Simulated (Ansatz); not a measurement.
```xyz
12

Sn   -1.436    0.490   -1.521
C    -0.236    1.155    0.116
C     0.663    0.366    0.690
C     0.933   -1.135    0.485
Al    1.608   -0.400    2.132
H    -2.417    1.780   -2.070
H    -0.454   -0.049   -2.812
H    -2.453   -0.804   -1.055
H    -0.367    2.176    0.469
H     1.745   -1.320   -0.228
H     0.080   -1.780    0.266
H     2.335   -0.477    3.528
```

The species carries charge 0 and has multiplicity 1. Sn: def2 effective core potential.

(1) List the r2SCAN/def2-TZVPP orbital energies in eV (Ansatz 0.2.0). (Best estimate.)

Answers

(1) Computed: Occupied: -1517.31, -273.07, -273.05, -272.71, -136.58, -110.85, -91.39, -91.38, -91.37, -71.21, -70.98, -70.92, -25.83, -25.82, -25.82, -25.69, -25.69, -20.12, -17.40, -13.55, -12.46, -11.46, -10.50, -9.66, -8.76, -7.99, -7.82, -6.90, -6.16, -5.40. Lowest empty: -2.35, -0.83, -0.64, -0.17, 0.42, 0.63, 1.15, 1.48.
